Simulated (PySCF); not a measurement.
Isomers C3H6O4Si:

A. `C=C(O[SiH2]O)C(=O)O`
B. SMILES CC(=O)O[SiH2]C(=O)O
C. SMILES O=C(OC)C(=O)O[SiH3]

Spectrum 1. 13C{1H} NMR (computed): δ 181.0 (C), 176.8 (C), 23.8 (CH3).

Spectrum 2. 13C{1H} NMR (computed): δ 165.6 (C), 164.8 (C), 53.5 (CH3).

Spectrum 3. 13C{1H} NMR (computed): δ 172.5 (C), 151.6 (C), 114.1 (CH2).

PySCF 2.14 calculation with GIAO PBE0/pcSseg-1 shieldings and geometry: GFN2-xTB; gas phase, one computed conformer, relativity neglected, one averaged value for each set of equivalent atoms.

δ = σ(ref) − σ, references computed at the same level: 13C vs TMS. Acid and N–H amide carbonyl carbons lie up to 10 ppm further downfield in solution (hydrogen bonding). Shifts are as computed. Against solution values, carbons near 30 ppm lie about +3 ppm off and those near 130 ppm about +5 ppm. Of 1211 compounds with measured shifts, 218 miss one by over three times the rms of a fit or turn the order of signals round; such compounds aren't used in these exercises.

Question: Which spectrum belongs to which compound?

Answer: 1–B, 2–C, 3–A.

- Spectrum 1 (B): 3 13C signals; δC 23.8 is a methyl carbon α to a carbonyl; δC 181.0 is a carbonyl carbon.
- Spectrum 2 (C): 3 13C signals; δC 165.6 is an ester carbonyl carbon; δC 53.5 is a methyl carbon bonded to O.
- Spectrum 3 (A): 3 13C signals; δC 172.5 is a carboxylic acid carbon; δC 151.6 is an alkene carbon bearing oxygen.
